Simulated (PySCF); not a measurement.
**Worked example: oscillator strength and radiative lifetime**

C3H3F4, SMILES F[C](F)CC(F)F (connectivity only; charge and spin as stated), charge +1, multiplicity 1.

Geometry optimised at PBE0-D3(BJ)/def2-SVP. The multiplicity is an assumed one; no other spin state was optimised. The isomer is the one that the SMILES or the coordinates give; other isomers of the formula were not compared. Other conformers were not sampled.

TDA-PBE/def2-SVPD in PySCF 2.14.0 puts the first singlet state with f over 0.02 at 4.05 eV (vertical), with the transition dipole (0.915, -0.115, 0.012) in atomic units.

Q: Find the oscillator strength, the wavelength and the radiative lifetime that this transition would have in vacuum if emission retraced absorption.

A: 
|μ|² = 0.8506 au, so |μ| = 2.34 D. ΔE = 4.05/27.211 = 0.1488 hartree. f = (2/3) ΔE |μ|² = 0.084 (the program prints 0.085).
λ = 1239.84/4.05 = 306 nm; ν = 32665 cm⁻¹.
Einstein's coefficient A = 0.6670 ν² f s⁻¹ (ν in cm⁻¹) = 6.0e7 s⁻¹, so τ = 1/A = 17 ns. This state is S1. The figure is the radiative limit of this one transition; relaxation, internal conversion, crossing to triplets and a medium change what is measured.
